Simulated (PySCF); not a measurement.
Computed IR spectrum (relative IR intensity) of a molecule C₃H₅, multiplicity 2. The structure is a stationary point at B3LYP-D3(BJ)/def2-TZVP. The values are those of a single conformer. The numbers are results of B3LYP-D3(BJ)/def2-TZVP in PySCF, not measurements. Harmonic, unscaled wavenumbers; measured fundamentals usually lie a few per cent lower.

```
ν (cm⁻¹)  relative intensity
--------  ------------------
186                      6.1
316                      8.1
480                       11
889                      100
939                      8.4
1104                     3.7
1393                     2.3
1422                     5.4
1454                      16
1472                      27
1748                      42
2965                      47
3030                      27
3053                      26
3078                      17
3152                     8.5
```

Task: Identify the compound among the candidates.
A. [CH]=CC
B. C=[C]C
C. [CH2]C=C

Result: B, C=[C]C
